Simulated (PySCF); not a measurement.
## Dipole moment and polarisability of `CCO[C@H]1CCO1`

Species: C5H10O2.
Atom-mapped SMILES: `[CH3:1][CH2:2][O:3][C@H:4]1[CH2:5][CH2:6][O:7]1` (hydrogens: H8, H9, H10 on C1; H11, H12 on C2; H13 on C4; H14, H15 on C5; H16, H17 on C6)

Geometry (GFN2-xTB, Å), atoms numbered from 1 in this order:
```xyz
17
C5H10O2 angstrom
C      2.121    0.361    0.910
C      1.647   -0.889    0.179
O      0.237   -1.042    0.190
C     -0.460   -0.203   -0.655
C     -1.972   -0.447   -0.590
C     -2.043    0.994   -0.081
O     -0.625    1.140   -0.188
H      1.716    1.250    0.433
H      1.779    0.338    1.941
H      3.207    0.405    0.894
H      2.002   -0.877   -0.862
H      2.026   -1.788    0.672
H     -0.003   -0.199   -1.661
H     -2.236   -1.209    0.136
H     -2.455   -0.640   -1.543
H     -2.385    1.117    0.949
H     -2.563    1.702   -0.733
```

Level: PBE0/def2-SVPD (PySCF), static field, nuclei fixed, core orbitals frozen in the response. The polarisability tensor in these axes (au):

```
x   77.69 -4.01  3.40
y   -4.01 64.11  1.73
z    3.40  1.73 61.16
```

Question: Give the principal values, the mean and the anisotropy Δα = √{½[(α1 − α2)² + (α2 − α3)² + (α1 − α3)²]}.

Answer: Principal values 59.08, 64.64 and 79.24 au; mean 67.65 au = 10.03 Å³ = 11.15 × 10⁻⁴⁰ C²·m²/J; Δα = 18.03 au (27 % of the mean).

Question: What is the dipole moment, and where does it point?

Answer: (-0.43, -0.49, -0.80) D, 1.03 D in size, pointing from the negative to the positive side. Measured along this direction, the outermost atoms are H9 at the negative end and H15 at the positive end.

Question: What would n − 1 = 2πNα be for an ideal gas of these molecules at 500 K and 1 atm, electronic part alone?

Answer: N = p/kT = 1.4678 × 10¹⁹ cm⁻³, so n − 1 = 2π × N × 10.03 × 10⁻²⁴ cm³ = 925 × 10⁻⁶ at long wavelengths, for an ideal gas.

Question: In TDDFT the mean static polarisability is Σ f/ω² over all singlet excitations (ω in hartree). How much of it do the 8 lowest give? Their energies (eV) and oscillator strengths: 7.26, 0.0080; 7.56, 0.0091; 7.67, 0.0127; 7.75, 0.0178; 8.00, 0.0021; 8.08, 0.0062; 8.20, 0.0207; 8.37, 0.0024.

Answer: They add up to 0.96 au, 1.4 % of the 67.65 au; the largest single term is 0.23 au, from the state at 8.20 eV. Terms in order: 0.11, 0.12, 0.16, 0.22, 0.02, 0.07, 0.23, 0.03 au. Higher excitations give the rest. The strengths listed sum to 0.079.

Question: Give the principal axes and the span of the nuclei along them.

Answer: Largest value along (0.96, -0.24, 0.16), where the nuclei span 6.09 Å; middle along (0.12, 0.84, 0.53), 3.18 Å; least along (-0.26, -0.49, 0.83), 2.57 Å. The response follows the extents in order.

Question: Rayleigh depolarisation ratio (linearly polarised light, static tensor)?

Answer: ρ = 3Δα²/(45ᾱ² + 4Δα²) = 975.7/(205969 + 1300.9) = 0.00471.

Question: Orientational against electronic polarisability at 350 K (dilute gas, rigid molecules)?

Answer: In Gaussian units μ²/3kT = 7.35 Å³ against 10.03 Å³, a ratio of 0.73; the Debye molar polarisation (4π/3)N_A(α + μ²/3kT) is 43.8 cm³/mol, leaving out the vibrational part.

The structure is a single GFN2-xTB conformer in the gas phase; no vibrational or solvent corrections.
